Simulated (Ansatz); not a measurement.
Program: Ansatz. Geometries: PBE0-D4/def2-TZVP. ΔE: electronic, gas phase. CBS: MP2 limit from def2 TZ/QZ plus the TZ coupled-cluster correction, frozen cores. This one scheme is used for every species. Functionals use def2-TZVPP. HSE06 is defined as in plane-wave codes. No spin–orbit coupling; open shells (•) take unrestricted orbitals. For Ge outer-core shells are correlated without core-valence functions, which leaves a few kJ/mol of doubt a bond. Scalar relativity is left out up to krypton. Each species was taken in one conformer, which may not be the lowest.

Reaction (homolysis of the N–Si bond): `F[SiH2][NH][GeH3]` → `[NH][GeH3]`• + `F[SiH2]`•

Q: What is ΔE at CCSD(T)/CBS? (Best estimate.)

A: Computed: +122.3 kcal/mol.

Q: What do these levels give: BLYP-D4, HSE06-D4, BLYP, r2SCAN0, HSE06, BHLYP, RPA@PBE/def2-TZVPP, MP2/def2-SVP, CCSD/def2-SVP, MP2/def2-TZVPP, MP2/def2-QZVPP, SCS-MP2/def2-QZVPP? (An estimate is asked.)

A: Ansatz gave: BLYP-D4 111.3, HSE06-D4 115.5, BLYP 106.8, r2SCAN0 112.7, HSE06 113.7, BHLYP 112.5, RPA@PBE/def2-TZVPP 113.4, MP2/def2-SVP 122.3, CCSD/def2-SVP 114.7, MP2/def2-TZVPP 125.9, MP2/def2-QZVPP 127.8, SCS-MP2/def2-QZVPP 125.4 kcal/mol.

Largest T1 diagnostic among the species: 0.014.

From BLYP to BHLYP (50 % exact exchange), in def2-TZVPP and without D4, ΔE moves by +5.7 kcal/mol. The D4 term adds +3.5 kcal/mol with B3LYP and +1.9 kcal/mol with PBE0; it sums over pairs of atoms, weighted by their polarisabilities, and B3LYP, whose exchange is more repulsive, gets the larger term. At CCSD(T), def2-SVP lies −6.4 kcal/mol from the extrapolated value and def2-TZVPP −3.4 kcal/mol: correlation converges slowly with the basis, and small sets miss more of it in the bonded molecule than in its fragments.

B3LYP here is the variant with VWN-RPA as its local correlation; programs differ in this.
